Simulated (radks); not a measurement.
Question: The silicon ion Si4+, [Ne]. All-electron calculation, non-relativistic Kohn-Sham, exchange-only B88, spin-polarised, spherical densities, point nucleus. Program: a radial shooting solver on a logarithmic mesh with Libxc functionals. Every spin shell is full or empty, so the densities are truly spherical. Functionals are evaluated on that one density, not self-consistently. Rank these orbital-free kinetic functionals by their error against the exact value of the orbitals, and give that value: Thomas-Fermi, von Weizsacker, TF + vW, TF + vW/9, TF + vW/5, revAPBEK, Thakkar, Pearson, LKT.

Answer: Exact: 285.158 hartree. From best to worst, with 100 (|E| - |E exact|)/|E exact| (equal figures are ties): Thakkar +0.09, TF + vW/9 -0.37, revAPBEK +0.77, Pearson -1.67, TF + vW/5 +5.33, Thomas-Fermi -7.51, LKT +33.10, von Weizsacker -35.79, TF + vW +56.70.
